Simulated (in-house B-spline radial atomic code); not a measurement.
A fraction x of an electron is moved 3d → 4f in the barium ion Ba⁵⁺, starting from [Kr] 4d10 5s2 5p3 and keeping the highest spin. Computed with a radial B-spline atomic code at the basis-set limit: scalar-relativistic (X2C) RPBE, spin-polarised, spherical fractional occupations, Fermi nucleus of rms radius 4.8378 fm.

| x | E(x) - E(0) (eV) | 3d down level (eV) | 4f up level (eV) |
| --- | --- | --- | --- |
| 0 | 0.0000 | -818.928 | - |
| 0.125 | 96.3436 | -823.254 | -50.601 |
| 0.25 | ? | ? | ? |
| 0.375 | 290.4534 | -831.823 | -51.613 |
| 0.5 | ? | ? | ? |
| 0.625 | 486.4412 | -840.283 | -52.605 |
| 0.75 | 585.1324 | -844.474 | -53.095 |
| 0.875 | 684.2850 | -848.639 | -53.580 |
| 1 | 783.8962 | -852.780 | -54.062 |

(1) What belongs in the row x = 0.25?

(2) What belongs in the row x = 0.5?

(3) Check Janak's theorem between x = 0.625 and 0.75.

## Answers

(1) An energy change of 193.1624 eV; 3d down at -827.553 eV, 4f up at -51.110 eV.

(2) An energy change of 388.2140 eV; 3d down at -836.066 eV, 4f up at -52.112 eV.

(3) The slope of the energy is 789.53 eV; the orbital levels give 789.53 eV (ε of the receiving orbital less ε of the emptying one, averaged over the two points).
